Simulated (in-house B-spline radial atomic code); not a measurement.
**Ionising Br6+ with different functionals**

Computed with a B-spline radial code for spherical atoms: non-relativistic Hamiltonian, point nucleus, spin-polarised at highest spin, spherical fractional occupations for the functionals, and exact exchange of hybrids averaged over the configuration. The ionisation energy is the difference of two self-consistent energies, [Ar] 3d10 4s1 → [Ar] 3d10, without Breit or QED terms; ε is the level of the shell that loses the electron (its least bound occupied spin orbital). There is no spin-orbit coupling in this Hamiltonian.

```json
{"method": "PBE0", "rung": "global hybrid", "ΔSCF (eV)": "102.18", "-ε(4s) (eV)": "96.89"}
{"method": "B3LYP", "rung": "global hybrid", "ΔSCF (eV)": "102.80", "-ε(4s) (eV)": "96.99"}
{"method": "TPSSh", "rung": "global hybrid", "ΔSCF (eV)": "101.92", "-ε(4s) (eV)": "95.84"}
{"method": "M06-2X", "rung": "global hybrid", "ΔSCF (eV)": "101.71", "-ε(4s) (eV)": "97.66"}
{"method": "BHandHLYP", "rung": "global hybrid", "ΔSCF (eV)": "102.20", "-ε(4s) (eV)": "98.47"}
{"method": "r2SCAN0", "rung": "global hybrid", "ΔSCF (eV)": "101.71", "-ε(4s) (eV)": "97.18"}
{"method": "B97-1", "rung": "global hybrid", "ΔSCF (eV)": "101.75", "-ε(4s) (eV)": "96.22"}
{"method": "HSE06", "rung": "range-separated hybrid", "ΔSCF (eV)": "102.27", "-ε(4s) (eV)": "96.65"}
{"method": "wB97X", "rung": "range-separated hybrid", "ΔSCF (eV)": "100.94", "-ε(4s) (eV)": "99.32"}
{"method": "CAM-B3LYP", "rung": "range-separated hybrid", "ΔSCF (eV)": "102.80", "-ε(4s) (eV)": "98.85"}
{"method": "LC-wPBE", "rung": "range-separated hybrid", "ΔSCF (eV)": "102.45", "-ε(4s) (eV)": "100.31"}
```

Question: Among the functionals, which spreads more, the ΔSCF values or the orbital energies?

Answer: The orbital energies: ΔSCF values span about 1.86 eV and the orbital energies 4.46 eV.

Question: How do they compare with the NIST value?

Answer: NIST lists 103.0 eV ± 0.19 (semi-empirical, ground level to ground level). Errors run from -2.09 to -0.23 eV; B3LYP is closest (-0.23 eV), though others lie within the uncertainty of it, and part of that can be cancellation, since the calculations leave out relativity, Breit-QED terms.
